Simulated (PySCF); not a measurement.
# Potential energy of LaBr along the bond

Set-up: PySCF, spin-free X2C with a Gaussian nucleus, basis sets La x2c-TZVPall, Br x2c-TZVPall. Energies in eV from La (5d1 6s2) + Br in their ground configurations at the same level. State: triplet, about 0.0 electrons in the 4f shell (Mulliken).

All columns are M06. A positive dipole means La(−)Br(+).

| R (Å) | E (eV) | μ (D) | Mulliken charge on La (basis-dependent) | HOMO (eV) | LUMO (eV) | Mayer bond order | ⟨S²⟩ |
| --- | --- | --- | --- | --- | --- | --- | --- |
| 2.331 | -2.914 | -3.65 | 0.36 | -3.22 | -1.11 | 1.23 | 2.00 |
| 2.439 | -3.508 | -4.26 | 0.41 | -3.38 | -1.21 | 1.12 | 2.00 |
| 2.547 | -3.830 | -4.87 | 0.45 | -3.53 | -1.31 | 1.04 | 2.00 |
| 2.629 | -3.944 | -5.34 | 0.47 | -3.65 | -1.38 | 0.99 | 2.00 |
| 2.710 | -3.977 | -5.83 | 0.49 | -3.76 | -1.46 | 0.95 | 2.00 |
| 2.791 | -3.951 | -6.32 | 0.50 | -3.87 | -1.54 | 0.92 | 2.00 |
| 2.900 | -3.849 | -6.99 | 0.52 | -3.96 | -1.63 | 0.89 | 2.00 |
| 3.035 | -3.654 | -7.83 | 0.53 | -4.07 | -1.75 | 0.85 | 2.00 |
| 3.198 | -3.367 | -8.86 | 0.55 | -4.20 | -1.88 | 0.81 | 2.00 |
| 3.415 | -2.958 | -10.20 | 0.58 | -4.37 | -2.04 | 0.76 | 2.00 |

A fit through these points gives, at Re = 2.711 Å, μ = -5.83 D and dμ/dR = -5.99 D/Å; the reduced mass is 50.33 u.

How strong is the fundamental in the double-harmonic approximation, I = 42.26·(dμ/dR)²/μred km/mol?

I = 42.26·(-5.99)²/50.33 = 30.1 km/mol at M06.

These are scalar-relativistic numbers at best; spin–orbit coupling would shift them, the dissociation energy most. The state is the lowest single determinant that the PBE0 search found; with open d or f shells the true ground state can be another one.
